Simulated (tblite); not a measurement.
A tight-binding relaxation on `BC[C@H](BB(Cl)Cl)CCl`.

Computed with GFN2-xTB geometry optimisation, gas phase (tblite 0.8.0). Start geometry: from a force field or distance geometry. A driver script takes a list of jobs; this job's settings line and coordinates (Å) are shown.

Command:
```bash
OMP_NUM_THREADS=1 python probes_run.py task.json out
```

Input:
```
{"job": {"kind": "relax", "xc": "GFN2-xTB", "basis": "xTB"}, "charge": 0, "multiplicity": 1}
B      2.234500     1.075500     0.111400
C      1.470100    -0.257100    -0.270300
C      0.000700    -0.127900    -0.406400
B     -0.742300     0.385800     0.875900
B     -2.226100     1.124100     0.665300
Cl    -3.760100     0.447700     1.465000
Cl    -2.453000     2.380800    -0.685100
C     -0.514000    -1.542300    -0.652500
Cl    -2.258000    -1.563500    -0.854300
H      3.417200     1.025000     0.014100
H      1.845500     1.785600     0.987100
H      1.957900    -0.684700    -1.173800
H      1.662600    -0.982400     0.567400
H     -0.306600     0.503800    -1.252900
H     -0.206200     0.547100     1.915500
H     -0.174900    -2.186000     0.214500
H      0.045700    -1.919600    -1.530700
```

Estimate the output.

```
step      E/eV     max force
  0    -757.61994    1.979
  1    -757.95178    1.479
  2    -758.25825    0.859
  3    -758.31983    0.574
  4    -758.37466    0.407
  5    -758.39124    0.337
  6    -758.40858    0.336
  7    -758.41724    0.237
  8    -758.42463    0.218
  9    -758.43057    0.210
... (138 lines left out)
148    -758.60939    0.012
149    -758.60942    0.016
150    -758.60945    0.017
151    -758.60949    0.019
152    -758.60954    0.021
153    -758.60958    0.016
154    -758.60962    0.017
155    -758.60966    0.015
156    -758.60969    0.013
157    -758.60970    0.009
```

«max force» is the largest atomic force in eV/Å.

From which step on does the largest force stay under 0.1 eV/Å, and how much energy is left to gain from there?

From step 91 (0.086 eV/Å), 24.6 meV above the end.

Summary of the converged run: energy lowered by 22.8 kcal/mol over 157 steps; largest atomic force 0.009 eV/Å at the end.

Give the final coordinates.

0.787 Å rms from the input after alignment:
```
atom  x, y, z in Å
B1     2.5150    0.8251    0.2081
C2     1.5140   -0.3721    0.0568
C3     0.0813   -0.0374   -0.4070
B4    -0.7431    0.8739    0.5932
B5    -2.3928    0.7402    0.7706
Cl6   -3.0482   -0.4181    1.8964
Cl7   -3.5372    1.8438    0.0766
C8    -0.6190   -1.3323   -0.8281
Cl9   -2.2730   -1.0090   -1.4195
H10    3.5186    0.6548    0.7818
H11    2.3017    1.8571   -0.2954
H12    1.9766   -1.0380   -0.6838
H13    1.4559   -0.9710    0.9683
H14    0.1694    0.5894   -1.3068
H15   -0.1159    1.6534    1.2034
H16   -0.7188   -2.0148    0.0166
H17   -0.0918   -1.8329   -1.6413
```

Hardware: one thread, Arm Neoverse V2 (aarch64), shared host. Cost: 1.4 s of wall time.
Labels such as C1 count atoms from 1, the log's own numbers from 0.
